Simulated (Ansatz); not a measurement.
`[NH]=[W](=[NH])([F])[Cl]`. Total charge 0; spin multiplicity 1. W takes the def2 core potential.

```xyz
7

N     0.502   -0.134    1.417
W    -0.200    0.459   -0.058
N    -0.326   -0.829   -1.219
F    -1.921    1.077    0.319
Cl    1.220    2.021   -0.916
H     0.924   -0.826    2.017
H    -0.198   -1.769   -1.560
```

Q: List the harmonic frequencies (cm⁻¹, unscaled) at PBE0-D4/def2-TZVP in Ansatz. (Estimate.)

A: The calculation gave: 143, 188, 233, 255, 304, 408, 423, 609, 625, 684, 719, 1004, 1052, 3652, 3655.

Q: Is this a minimum?

A: Yes, all 15 modes are real.

Q: Give the ideal-gas thermochemistry at 298.15 K and 1 bar (rigid rotor, harmonic oscillator; point group Cs, symmetry number 1).

A: Zero-point energy 83.5 kJ/mol; H(298) − E = 103.4 kJ/mol; entropy 350.3 J/(mol·K), of which translation 178.6, rotation 115.7, vibration 56.0; G(298) − E = -1.0 kJ/mol.

Q: And at 400, 500, 600, 800 and 1000 K?

A: 
| T (K) | H − E (kJ/mol) | S (J/mol/K) | G − E (kJ/mol) |
| --- | --- | --- | --- |
| 400 | 114.4 | 381.9 | -38.3 |
| 500 | 126.2 | 408.1 | -77.9 |
| 600 | 138.6 | 430.7 | -119.8 |
| 800 | 164.6 | 468.2 | -209.9 |
| 1000 | 191.8 | 498.4 | -306.6 |
